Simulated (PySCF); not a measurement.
C3H5NOSi, SMILES C([SiH2]C(C)=O)#N at its GFN2-xTB optimised geometry (Å):

```
11

C      0.8495     1.5297    -0.5131
C      1.7616     0.3585    -0.7446
O      2.8020     0.4478    -1.3531
Si     1.2517    -1.3523     0.0000
C     -0.6157    -1.3523     0.0000
N     -1.7616    -1.3353    -0.0105
H      0.6781     1.6481     0.5555
H      1.2715     2.4429    -0.9274
H     -0.1137     1.3225    -0.9774
H      1.6754    -1.4143     1.3991
H      1.7288    -2.4429    -0.8409
```

Calculation: PySCF with CAM-B3LYP/def2-TZVP. Cells within 0.4 Å of a nucleus heavier than hydrogen are left out (blank, or x).

Map of the Laplacian of the electron density (e/bohr⁵), clipped to [-1.50, 1.50] on the plane z = 0.0 Å:

```
|5555555555555555555555555|
|5555555555555555555555555|
|5555555555555555555555555|
|5555555555555555555555555|
|5555555555555555555555555|
|5555555555555555555555555|
|5555555555555555555555555|
|5555555555555535555555555|
|5555555555555414555555555|
|5555555555555555555555555|
|5555555555555555555555555|
|5555555555555555555555555|
|5555555555555555555555555|
|5555555555555554455555555|
|5555555555555559855555555|
|5555553xx1xx349xx85555555|
|5555552xx0xx349xx95555555|
|5555555455444569955555555|
|5555555555555555455555555|
|5555555555555555555555555|
|5555555555555555555555555|
|5555555555555555555555555|
|5555555555555555555555555|
|5555555555555555555555555|
|5555555555555555555555555|
```
Scale: ten equal steps from -1.50 (start of '0') to 1.50 (end of '9'), in the order '0123456789'; x runs from -4.50 to 4.50, y from -4.50 (bottom) to 4.50 (top).
